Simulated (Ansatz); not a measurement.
System: H2Mg, singlet: symmetric bend, bond length relaxed. Scanned: H-Mg-H angle. Other coordinates (Mg-H bond length) were minimised at B3LYP/def2-TZVP.

Method: full CI/aug-cc-pVTZ, frozen core run with Ansatz (a quantum-chemistry and plane-wave program).

Scanned values (°): 180, 171.12, 161.61, 149.45, 138.26, 130.31, 120.99, 109.49, 97.50, 88.15, 81.27, 68.77, 60.

Question: At which scan points does the profile have its minima and maxima, and how high do they lie?

Answer: Lower than their neighbours: 180° (0.000 eV, end of the scan). Higher than their neighbours: 60° (3.007 eV, end of the scan). The whole profile spans 3.007 eV.
